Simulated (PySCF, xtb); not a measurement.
B(CCH)2(H) (C₄H₃B), SMILES B(C#C)C#C.

Harmonic wavenumbers (cm⁻¹) from GFN2-xTB (xtb 6.7.1) at its own minimum, in rising order: 106, 247, 254, 261, 456, 639, 649, 660, 689, 733, 874, 913, 1173, 2187, 2199, 2620, 3359, 3360.

Task: What does B3LYP-D3(BJ)/def2-SVP (PySCF 2.14.0) give at its own minimum? (An estimate is asked for; the answer gives what the named calculation found.)

Result: 125, 271, 286, 319, 520, 674, 676, 796, 797, 835, 849, 946, 1206, 2152, 2158, 2602, 3458, 3458. Paired by order, the mean absolute difference is 55 cm⁻¹ and the zero-point energies are 30.6 and 31.6 kcal/mol.
